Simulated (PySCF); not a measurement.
## Orbital levels and atomic charges

System: C16H9F (bowl and non-alternant core), SMILES Fc1cccc2c1-c1cccc3cccc-2c13.

Cartesian coordinates (Å):
```
  1 F     2.717    2.479    0.316
  2 C     2.571    1.141    0.190
  3 C     3.705    0.343    0.155
  4 C     3.575   -1.029    0.026
  5 C     2.324   -1.625   -0.070
  6 C     1.198   -0.826   -0.035
  7 C     1.312    0.583    0.097
  8 C    -0.024    1.164    0.106
  9 C    -0.544    2.429    0.204
 10 C    -1.945    2.579    0.172
 11 C    -2.807    1.516    0.046
 12 C    -2.303    0.199   -0.059
 13 C    -3.027   -1.007   -0.195
 14 C    -2.362   -2.206   -0.282
 15 C    -0.958   -2.307   -0.244
 16 C    -0.223   -1.155   -0.113
 17 C    -0.914    0.074   -0.024
 18 H     4.677    0.807    0.230
 19 H     4.464   -1.642    0.000
 20 H     2.236   -2.696   -0.171
 21 H     0.088    3.297    0.305
 22 H    -2.351    3.578    0.251
 23 H    -3.874    1.683    0.026
 24 H    -4.107   -0.982   -0.229
 25 H    -2.935   -3.118   -0.386
 26 H    -0.491   -3.278   -0.317
```

Method: PBE0/def2-SVP, gas phase, PySCF, fitting set def2-universal-JFIT up to Ne and JKFIT beyond, grid level 1.

Question: Give the orbital energies near the gap.

Answer: 
```json
{"orbital": "HOMO-4", "eV": "-8.96"}
{"orbital": "HOMO-3", "eV": "-7.69"}
{"orbital": "HOMO-2", "eV": "-7.33"}
{"orbital": "HOMO-1", "eV": "-6.64"}
{"orbital": "HOMO", "eV": "-6.33"}
{"orbital": "LUMO", "eV": "-2.09"}
{"orbital": "LUMO+1", "eV": "-0.64"}
{"orbital": "LUMO+2", "eV": "-0.16"}
{"orbital": "LUMO+3", "eV": "0.47"}
```

Question: Give the partial charges of the non-hydrogen atoms.

Answer: 
```tsv
atom	Mulliken	IAO	Hirshfeld
F1	-0.22	-0.27	-0.08
C2	0.23	0.29	0.09
C3	-0.08	-0.19	-0.07
C4	0.01	-0.14	-0.04
C5	-0.04	-0.16	-0.05
C6	0.03	0.00	0.00
C7	-0.02	-0.05	-0.03
C8	0.09	0.00	-0.01
C9	-0.06	-0.14	-0.04
C10	0.01	-0.15	-0.04
C11	-0.02	-0.14	-0.04
C12	0.07	0.00	0.00
C13	-0.02	-0.14	-0.04
C14	0.01	-0.15	-0.05
C15	-0.06	-0.14	-0.04
C16	0.09	-0.01	0.00
C17	-0.09	-0.01	-0.02
```
